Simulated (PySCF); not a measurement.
How methods differ on the excitation energy of Re

Re [Xe] 4f14 5d5 6s2 (6S) → Re [Xe] 4f14 5d4 6s2 6p1 (high-spin determinant), as a difference of total energies. Calculation: PySCF 2.14, in aug-cc-pwCVDZ-PP with ECP60MDF; scalar relativity through the core potential. Correlated levels: valence: 5s2 5p6 frozen. The calculations carry no spin-orbit coupling.

| method | excitation energy (eV) |
| --- | --- |
| UHF | 5.178 |
| MP2 (valence) | 5.569 |
| SCS-MP2 (valence) | 5.211 |
| CCSD (valence) | 5.528 |
| CCSD(T) (valence) | 5.188 |

The coupled-cluster amplitudes are large for the upper state (T1 above 0.03 or a double amplitude above 0.15), so a single reference is strained.

The determinant of the upper state mixes LS terms, which raises its energy above the lowest term, most at the Hartree-Fock and MP2 levels.
